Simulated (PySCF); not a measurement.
# Shieldings and the share of exact exchange

Molecule: `CCOBP`, C$_{2}$H$_{8}$BOP.

Molfile (atoms numbered from 1):
```
C2H8BOP
     RDKit          3D

 13 12  0  0  0  0  0  0  0  0999 V2000
   -2.0362   -0.5356   -0.5547 C   0  0  0  0  0  0  0  0  0  0  0  0
   -0.6471   -0.4345    0.0255 C   0  0  0  0  0  0  0  0  0  0  0  0
   -0.1715    0.8912   -0.1190 O   0  0  0  0  0  0  0  0  0  0  0  0
    1.1272    1.2335   -0.0981 B   0  0  0  0  0  0  0  0  0  0  0  0
    2.5658   -0.0467    0.0275 P   0  0  0  0  0  0  0  0  0  0  0  0
   -2.0267   -0.3011   -1.6294 H   0  0  0  0  0  0  0  0  0  0  0  0
   -2.7160    0.1709   -0.0564 H   0  0  0  0  0  0  0  0  0  0  0  0
   -2.4331   -1.5532   -0.4246 H   0  0  0  0  0  0  0  0  0  0  0  0
    0.0400   -1.1372   -0.4804 H   0  0  0  0  0  0  0  0  0  0  0  0
   -0.6526   -0.6947    1.0984 H   0  0  0  0  0  0  0  0  0  0  0  0
    1.3793    2.4045   -0.2746 H   0  0  0  0  0  0  0  0  0  0  0  0
    3.4694    0.7864    0.7440 H   0  0  0  0  0  0  0  0  0  0  0  0
    2.1106   -0.7899    1.1565 H   0  0  0  0  0  0  0  0  0  0  0  0
  1  2  1  0
  2  3  1  0
  3  4  1  0
  4  5  1  0
  1  6  1  0
  1  7  1  0
  1  8  1  0
  2  9  1  0
  2 10  1  0
  4 11  1  0
  5 12  1  0
  5 13  1  0
M  END
```

GIAO shieldings (ppm, equivalent atoms averaged) in PySCF 2.14.0 with density-fitted response routines on the PBE0-D3(BJ)/def2-SVP geometry, basis pcSseg-2, gas phase, non-relativistic:

```csv
functional,exact exchange (%),σ(C2),σ(O3),σ(B4)
BLYP,0,101.9,67.2,34.3
BP86,0,106.6,71.7,37.7
PBE,0,106.7,68.2,36.7
PBE0,25,114.3,91.9,41.5
mPW1PW91,25,113.6,93.3,41.6
BHandHLYP,50,116.7,112.2,44.5
HF,100,129.4,152.6,57.5
```

**Question.** Fit each shielding as a line in the percentage of exact exchange.

**Answer.** σ(C2) = 105.9 + 0.24 x (rms 2.0 ppm); σ(O3) = 70.0 + 0.84 x (rms 1.8 ppm); σ(B4) = 36.1 + 0.21 x (rms 1.2 ppm). The functionals also differ in their semilocal parts, which the line can't hold; Hartree–Fock has no correlation at all.

**Question.** What does the line predict for B3LYP (20 %), and what does the run give?

**Answer.** σ(C2): 110.7 predicted, 108.3 computed; σ(O3): 86.8 predicted, 86.1 computed; σ(B4): 40.3 predicted, 38.2 computed ppm.
